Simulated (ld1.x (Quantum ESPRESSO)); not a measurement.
# sulfur (S): one change to a PAW potential, before and after

* Element: S
* Generator: ld1.x (Quantum ESPRESSO) 7.5
* Type: PAW
* Functional: LDA (PZ)
* Relativity: scalar-relativistic
* Frozen core: [Ne]
* Valence charge: 6
* Reference configuration: 3s1 3p5
* Partial waves: 3s (bound): rcut 1.00, rcutus 1.35 bohr; 3s channel at -0.9 Ry: rcut 1.00, rcutus 1.35 bohr; 3p (bound): rcut 1.30, rcutus 1.70 bohr; 3p channel at -0.2 Ry: rcut 1.30, rcutus 1.70 bohr; 3d channel at 0.45 Ry: rcut 1.05, rcutus 1.35 bohr
* Local potential: all-electron potential smoothed inside 1.10 bohr (lloc = -1)
* Core correction: Bessel-smoothed model core, default radius (core density twice the valence density)
* Augmentation charge: PSQ, inside the norm-conserving radii

All-electron outer shells of the reference configuration (LDA (PZ), scalar-relativistic, ld1.x):

| shell | level (eV) | outermost node (bohr) | outermost maximum (bohr) |
| --- | --- | --- | --- |
| 2s | -212.18 | 0.13 | 0.39 |
| 2p | -157.88 | – | 0.33 |
| 3s | -17.96 | 0.60 | 1.40 |
| 3p | -7.65 | 0.58 | 1.59 |

Change: reference 3s2 3p3; added wave 3d channel at 2.2 Ry: rcut 1.05, rcutus 1.35 bohr.

Cutoffs: the cutoffs (Ry, on a coarse ladder) from which the occupation-weighted sum of valence levels, in a spherical-Bessel basis at the reference potential, stays within 10 and 1 mRy of its value at 400 Ry; they do not see the model core or the augmentation charge, which bear on the density cutoff. Errors are all-electron minus pseudo energies relative to the spin-unpolarised reference configuration.

Question: What does the change do?

Answer: The potential gets harder (21 Ry and 30 Ry → 21 Ry and 35 Ry); neither file shows a bound ghost.

```csv
quantity,base,changed
"cutoff, loose",21 Ry,21 Ry
"cutoff, tight",30 Ry,35 Ry
loose cutoff by channel (10 mRy a level),"s 15 Ry, p 15 Ry","s 18 Ry, p 15 Ry"
bound ghosts,none,none
"largest error over its own tests, meV",-112,-100
s: phases at 1.86 bohr within 0.05 rad from the reference energy up to (Ry; the scan ends near 5),4.2,4.4
p: phases at 1.86 bohr within 0.05 rad from the reference energy up to (Ry; the scan ends near 5),to the end of the scan,to the end of the scan
d: phases at 1.86 bohr within 0.05 rad from the reference energy up to (Ry; the scan ends near 5),to the end of the scan,to the end of the scan
lowest overlap eigenvalue by channel,"s 0.45, p 0.77, d 1.00","s 0.45, p 0.76, d 0.96"
```
